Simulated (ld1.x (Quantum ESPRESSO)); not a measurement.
**Pseudopotential generation for N: TM, BLYP, scalar-relativistic.**

ld1.x (Quantum ESPRESSO) 7.5 was run on this input:

```
&input
   title='N', zed=7., rel=1, dft='BLYP', iswitch=3,
   config='[He] 2s2 2p1 3d-2',
   nld=3, rlderiv=1.30, eminld=-6.0, emaxld=5.0, deld=0.02
 /
 &inputp
   pseudotype=2, tm=.true., lloc=2,
   nlcc=.true., rcore=0.55,
   file_pseudopw='N.UPF', file_wfcaegen='ae.wfc', file_wfcncgen='nc.wfc', file_beta='beta', file_chi='chi'
 /
3
2S  1  0   2.00   0.00  0.75  0.75  0.0
2P  2  1   1.00   0.00  1.20  1.20  0.0
3D  3  2  -2.00   0.50  1.10  1.10  0.0
 &test
   configts(1)='2s2 2p1'
 /
```

Command:

```bash
ld1.x < N.in > N.out
```

Resulting log (shortened: banner, matrices, multipoles, cross overlaps and the repeated all-electron block are left out):

```
Program LD1 v.7.5
     --------------------------- All-electron run ----------------------------

     N
     scalar relativistic calculation

     atomic number is  7.00
     dft =BLYP   lsd =0 sic =0 latt =0  beta=0.20 tr2=1.0E-14
     Exchange-correlation= BLYP
                           (   1   3   1   3   0   0   0)
     mesh =1085 r(mesh) =  99.89202 a.u. xmin = -7.00 dx = 0.01250
     1 Ry =  13.60569312 eV, c = 137.03599908

     n l     nl                  e(Ry)          e(Ha)          e(eV)
     1 0     1S 1( 2.00)       -31.2071       -15.6036      -424.5945
     2 0     2S 1( 2.00)        -3.6057        -1.8028       -49.0576
     2 1     2P 1( 1.00)        -2.7605        -1.3802       -37.5582

     final scf error:  4.2E-15 reached in  19 iterations

     Etot =    -105.917184 Ry,     -52.958592 Ha,   -1441.076706 eV

     Ekin =     105.801172 Ry,      52.900586 Ha,    1439.498274 eV
     Encl =    -236.865207 Ry,    -118.432604 Ha,   -3222.715324 eV
     Eh   =      36.707355 Ry,      18.353677 Ha,     499.429003 eV
     Exc  =     -11.560503 Ry,      -5.780252 Ha,    -157.288659 eV

     normalization and overlap integrals

     s(1S/1S) =  1.000000  <r> =   0.2294  <r2> =    0.0712  r(max) =   0.1483
     s(2S/2S) =  1.000000  <r> =   1.1721  <r2> =    1.6295  r(max) =   0.9551
     s(2P/2P) =  1.000000  <r> =   1.1369  <r2> =    1.6050  r(max) =   0.8535

     ------------------------ End of All-electron run ------------------------

     --------------------- Generating NC pseudopotential ---------------------

      Generating local pot.: lloc=2, matching radius rcloc =   1.1000

      Computing core charge for nlcc:

       r > 0.55 : true rho core
       r < 0.55 : rho core = a sin(br)/r    a=   2.23  b=   4.89

      Integrated core pseudo-charge :   0.32

      Wfc   2S  rcut= 0.744  Using Troullier-Martins method

      Wfc   2P  rcut= 1.196  Using Troullier-Martins method

     ------------------- End of pseudopotential generation -------------------

     Computing logarithmic derivative in   1.29740
     Computing logarithmic derivative in   1.29740
     Computing the partial wave expansion
     R is outside the sphere for l=    0 j= 0.00
     R is outside the sphere for l=    1 j= 0.00
       no projector for channel:   2

     ---------------------- Testing the pseudopotential ----------------------

     N
     scalar relativistic calculation

     atomic number is  7.00   valence charge is  5.00
     dft =BLYP   lsd =0 sic =0 latt =0  beta=0.20 tr2=1.0E-14
     mesh =1085 r(mesh) =  99.89202 xmin = -7.00 dx = 0.01250

     n l     nl             e AE (Ry)        e PS (Ry)    De AE-PS (Ry)
     1 0     2S   1( 2.00)       -3.60567       -3.60568        0.00001
     2 1     2P   1( 1.00)       -2.76048       -2.76049        0.00002

     eps = 3.1E-15  iter =  5

     Etot =    -105.917184 Ry,     -52.958592 Ha,   -1441.076706 eV
     Etotps =   -16.688790 Ry,      -8.344395 Ha,    -227.062553 eV

     Ekin =       8.106478 Ry,       4.053239 Ha,     110.294253 eV
     Encl =     -30.881336 Ry,     -15.440668 Ha,    -420.161986 eV
     Ehrt =       7.008595 Ry,       3.504298 Ha,      95.356793 eV
     Ecxc =      -3.292585 Ry,      -1.646292 Ha,     -44.797898 eV
     (Ecc =      -0.405168 Ry,      -0.202584 Ha,      -5.512596 eV)
     Epseu=       2.370058 Ry,       1.185029 Ha,      32.246285 eV

     ---------------------- End of pseudopotential test ----------------------
```

Generation and configuration tests took about 1 s on one core of a shared server CPU.
